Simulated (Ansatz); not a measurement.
nido-B5H9 (I for H, site b on B) (B5H8I). Total charge 0; singlet. Geometry B3LYP-D4/def2-SVP.

```
atom    x (Å)    y (Å)    z (Å)
  B1   0.1412  -1.2673   0.1381
  B2  -0.5507  -0.1942  -1.1417
  B3  -0.8792   0.0391   0.5084
  B4   0.7272   0.1860   1.0400
  B5   0.0354   1.2593  -0.2402
  I6  -2.7568   0.1230   1.5932
  H7   0.0576  -2.4323   0.3899
  H8  -1.2764  -0.3641  -2.0757
  H9   1.1870   0.3681   2.1278
 H10  -0.1474   2.4361  -0.3382
 H11   0.4230  -1.1356  -1.1813
 H12   0.3431   0.7718  -1.4665
 H13   1.3079   1.0588   0.1804
 H14   1.3880  -0.8488   0.4659
```

In the def2 sets I takes a core potential, while STO-3G treats all electrons; there is no spin–orbit coupling. HSE06 is defined as in plane-wave codes, on full-range PBE exchange.

**Question.** Estimate the orbital energies around the gap (eV) in Ansatz with HF/STO-3G, PBE-D4/def2-SVP, r2SCAN-D4/def2-TZVP, PBE0-D4/def2-TZVP, HSE06-D4/def2-TZVP.

**Answer.** 
```csv
orbital,HF/STO-3G,PBE-D4/def2-SVP,r2SCAN-D4/def2-TZVP,PBE0-D4/def2-TZVP,HSE06-D4/def2-TZVP
HOMO−9,-15.31,-11.00,-11.41,-12.43,-12.03
HOMO−8,-15.01,-10.51,-11.03,-12.16,-11.74
HOMO−7,-14.84,-10.36,-11.01,-12.16,-11.74
HOMO−6,-13.27,-9.07,-9.51,-10.57,-10.16
HOMO−5,-13.27,-9.07,-9.51,-10.57,-10.16
HOMO−4,-10.89,-8.15,-8.56,-9.37,-8.98
HOMO−3,-10.89,-8.04,-8.39,-9.31,-8.91
HOMO−2,-9.37,-8.04,-8.39,-9.31,-8.91
HOMO−1,-6.57,-5.61,-6.06,-6.87,-6.48
HOMO,-6.57,-5.61,-6.06,-6.87,-6.48
LUMO,6.68,-1.38,-1.21,-0.55,-0.93
LUMO+1,9.22,-0.90,-0.99,-0.43,-0.80
LUMO+2,10.38,0.07,0.23,0.68,0.31
LUMO+3,10.38,0.07,0.23,0.68,0.31
LUMO+4,11.13,0.48,0.63,0.86,0.52
LUMO+5,13.69,1.98,0.94,1.20,0.82
```
